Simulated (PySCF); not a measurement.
# Functional dependence of a UV spectrum

Species: m-xylene, C₈H₁₀.
Geometry (PBE0-D3(BJ)/def2-SVP, Å), atoms numbered from 1 in this order:
```
atom  x, y, z in Å
C1    -2.3179   -1.1826    0.0472
C2    -1.0927   -0.3221   -0.0676
C3    -1.1982    1.0425   -0.3594
C4    -0.0590    1.8406   -0.4276
C5     1.2005    1.2880   -0.2092
C6     1.3383   -0.0749    0.0771
C7     2.6946   -0.6882    0.2750
C8     0.1816   -0.8588    0.1449
H9    -3.1353   -0.8075   -0.5858
H10   -2.6914   -1.2017    1.0850
H11   -2.1104   -2.2231   -0.2429
H12   -2.1841    1.4828   -0.5328
H13   -0.1540    2.9058   -0.6533
H14    2.0907    1.9209   -0.2633
H15    2.6559   -1.5405    0.9691
H16    3.1018   -1.0631   -0.6792
H17    3.4144    0.0429    0.6710
H18    0.2765   -1.9260    0.3714
```

Linear-response calculations in the def2-SVPD basis (PySCF; singlets by full response, triplets Tamm–Dancoff, core orbitals frozen in the response; HF means time-dependent Hartree–Fock). 'Strongest' is the level of largest summed f among the singlets computed (10 roots, of which the last may lack a degenerate partner); it can jump between rows when another state enters that window. S1 is the lowest singlet of each run and needn't be the same state throughout; f(S1) is that of one state. Geometry: PBE0-D3(BJ)/def2-SVP; no solvent, vibrations or thermal averaging.

| functional | kind | S1 (eV) | f(S1) | strongest (eV) | T1 (eV) | HOMO (eV) | gap (eV) | ionisation energy, ΔSCF (eV) |
| --- | --- | --- | --- | --- | --- | --- | --- | --- |
| LDA | LDA | 4.97 | 0.003 | 6.44 | 4.28 | -5.99 | 4.71 | 8.71 |
| PBE | GGA | 4.99 | 0.002 | 6.48 | 4.06 | -5.82 | 4.76 | 8.49 |
| B3LYP | global hybrid, 20% exact exchange | 5.18 | 0.003 | 6.66 | 4.03 | -6.58 | 6.22 | 8.55 |
| PBE0 | global hybrid, 25% exact exchange | 5.27 | 0.003 | 6.76 | 3.97 | -6.79 | 6.63 | 8.55 |
| BHandHLYP | global hybrid, 50% exact exchange | 5.44 | 0.004 | 6.93 | 3.87 | -7.57 | 8.41 | 8.40 |
| CAM-B3LYP | range-separated hybrid | 5.30 | 0.003 | 6.83 | 3.99 | -7.97 | 8.88 | 8.61 |
| wB97X-D | range-separated hybrid | 5.31 | 0.003 | 6.86 | 4.10 | -8.53 | 10.10 | 8.60 |
| LC-wPBE | range-separated hybrid | 5.37 | 0.003 | 7.01 | 3.86 | -9.25 | 11.19 | 8.71 |
| HF | Hartree–Fock | 5.71 | 0.005 | 7.30 | 3.32 | -8.66 | 11.36 | not settled |

S1 runs from 4.97 eV (LDA) to 5.71 eV (HF), a spread of 0.74 eV, while the orbital gap spreads over 6.7 eV. Along PBE (0%), B3LYP (20%), PBE0 (25%), BHandHLYP (50%), HF (100%) S1 rises with the share of exact exchange. −ε(HOMO) comes closest to its own ΔSCF ionisation energy with wB97X-D (-0.07 eV) and misses most with LDA (-2.72 eV). 'Not settled' means that the ion's SCF failed to converge or may have ended in another state than the lowest.
